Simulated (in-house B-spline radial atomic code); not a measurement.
The numbers below are computed, except where a source is named.
**How size changes two electrons in a hard-walled InAs dot**

For InAs the NSM archive of the Ioffe Institute lists m* = 0.023 m0 and ε = 15.15. In so narrow a gap the band flattens within tens of meV, so real spacings are smaller, by up to some tenths.

Effective-mass model with parabolic bands, a uniform dielectric constant, no image charges, no central-cell or spin-orbit terms. Two-electron levels come from full CI in B-splines with partial waves to l = 5 (up to 0.001 effective hartree above the limit).

Ha* = 2.727 meV, a* = 34.86 nm.

| R (nm) | s-p spacing (meV) | J_ss (meV) | charging energy, CI (meV) | gap to the lowest triplet, CI (meV) | leading natural occupation |
| --- | --- | --- | --- | --- | --- |
| 22.4 | 34.1 | 7.59 | 7.41 | 32.1 | 1.997 |
| 27.2 | 23.1 | 6.24 | 6.07 | 21.4 | 1.995 |
| 33 | 15.7 | 5.14 | 4.97 | 14.3 | 1.993 |
| 40.1 | 10.6 | 4.24 | 4.06 | 9.53 | 1.990 |
| 48.8 | 7.18 | 3.48 | 3.31 | 6.29 | 1.986 |
| 59.3 | 4.87 | 2.86 | 2.7 | 4.16 | 1.980 |
| 71.8 | 3.32 | 2.36 | 2.2 | 2.75 | 1.972 |
| 87.1 | 2.25 | 1.95 | 1.79 | 1.8 | 1.961 |
| 106 | 1.52 | 1.6 | 1.45 | 1.17 | 1.946 |
| 129 | 1.03 | 1.32 | 1.17 | 0.754 | 1.925 |

Question: With what end-to-end powers of R do the columns change between the first and last rows?

Answer: Spacing -2.00, J_ss -1.00, charging energy -1.05, triplet gap -2.14. Kinetic energy scales as 1/R² and repulsion as 1/R, so repulsion wins in large dots and, with correlation, bends the charging energy and the triplet gap away from these laws.

Question: Where does repulsion overtake the orbital spacing, and what happens to the ratio of triplet gap to spacing?

Answer: J_ss passes the spacing between R = 87.1 and 106 nm. The ratio goes from 0.94 to 0.73, while the leading occupation goes from 1.997 to 1.925.
